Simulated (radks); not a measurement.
Problem. All-electron atom: the iodine ion I+ in [Kr] 4d10 5s2 5p3.5 4f0.5 (fractional occupations, a model configuration). Calculated with a radial shooting solver on a logarithmic mesh with Libxc functionals: scalar-relativistic Kohn-Sham, OLYP, spin-unpolarised, spherical densities, finite nucleus; Fermi nuclear charge, rms radius 4.75 fm. Some entries of the table are withheld. Estimate them.

orbital  occ.  eigenvalue (eV)  <r> (bohr)  <1/r> (bohr^-1)
1s          2        -32992.98     0.02723            56.82
2s          2        -5113.251      0.1172            13.02
2p          6        -4591.684      0.1025            12.46
3s          2        -1043.426      0.3140            4.670
3p          6        -874.3676         (1)            4.440
3d         10        -621.4432      0.2883            4.204
4s          2        -194.2946      0.7394            1.888
4p          6        -141.2573         (2)            1.729
4d         10         -63.8556      0.9165            1.447
5s          2         -29.2878         (3)           0.6872
5p        3.5         -18.0555       2.262           0.5691
4f        0.5          -1.9835       9.506           0.1263

Solution. 
(1) 3p <r> (bohr): 0.3119
(2) 4p <r> (bohr): 0.7908
(3) 5s <r> (bohr): 1.895
